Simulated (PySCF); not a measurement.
`N#Cc1cc(c(cc1)F)[SeH]`. Computed with PBE0-D3(BJ)/def2-SVP geometry optimisation, gas phase in PySCF.

```
atom  x, y, z in Å
N1    -3.2837   -1.6918    1.6637
C2    -2.3689   -1.1333    1.2219
C3    -1.2403   -0.4408    0.6775
C4    -1.3622    0.8992    0.2822
C5    -0.2591    1.5576   -0.2443
C6     0.9475    0.8831   -0.3728
F7     1.9902    1.5335   -0.8824
C8     1.0974   -0.4522    0.0167
Se9    2.7415   -1.3857   -0.1514
C10   -0.0153   -1.1080    0.5445
H11   -2.3171    1.4152    0.3886
H12   -0.3130    2.5997   -0.5638
H13    3.4685   -0.2331   -0.6937
H14    0.0616   -2.1508    0.8592
```

(1) Which two atoms are farthest apart?

(2) How far are the heavy atoms from their best plane (unweighted least squares)?

(3) How far apart are these pairs, which share no bond: C2···C4, C6···H14, F7···C10, F7···H14?

(4) What are the angles C2–C3–C4, C4–C3–C10, C2–C3–C10, F7–C6–C8, C5–C6–C8, C6–C8–C10?

(5) Give the dihedral angles C3–C4–C5–C6, Se9–C8–C10–H14, H11–C4–C5–H12.

(6) Where is the centre of mass (commonest isotopes), and what is the radius of gyration?

(7) Write the matrix of distances between heavy atoms (Å, lower triangle).

Answers

(1) N1···H13, 7.30 Å; the next longest distance is 6.69 Å.

(2) 0.001 Å rms; none is more than 0.003 Å off.

(3) C2···C4 2.455 Å (2 bonds apart); C6···H14 3.392 Å (3 bonds apart); F7···C10 3.610 Å (3 bonds apart); F7···H14 4.509 Å (4 bonds apart).

(4) From the scalar product of the two bond vectors; for C2–C3–C4 it is -1.0056 Å² over 1.4317 × 1.4024 Å², cos θ = -0.5008. C2–C3–C4 120.1°; C4–C3–C10 120.3°; C2–C3–C10 119.7°; F7–C6–C8 119.3°; C5–C6–C8 122.1°; C6–C8–C10 117.9°.

(5) C3–C4–C5–C6 0° (synperiplanar); Se9–C8–C10–H14 0° (synperiplanar); H11–C4–C5–H12 0° (synperiplanar). Dihedral signs follow IUPAC: positive where, seen along the central bond, the front bond turns clockwise onto the rear one.

(6) Mass 200.949 u; centre at (0.863, -0.504, 0.099) Å; Rg = √(Σ m r²/M) = 2.442 Å. As Ia + Ib + Ic = 2 Σ m r², the three principal moments sum to 2396.6 u·Å².

(7) 
```
N1    0.000
C2    1.159  0.000
C3    2.591  1.432  0.000
C4    3.509  2.455  1.402  0.000
C5    4.832  3.720  2.410  1.388  0.000
C6    5.355  4.196  2.764  2.401  1.388  0.000
F7    6.686  5.526  4.095  3.605  2.338  1.330  0.000
C8    4.842  3.733  2.429  2.819  2.439  1.399  2.356  0.000
Se9   6.300  5.298  4.175  4.717  4.204  2.901  3.102  1.898  0.000
C10   3.504  2.449  1.401  2.431  2.791  2.394  3.610  1.395  2.857  0.000
```

Stationary, but not proved a minimum. The numbers are those of one conformer.

Cost: about 3 min of CPU time on one thread; the machine was shared, so the figure is rough. That covers the optimisation of the geometry.
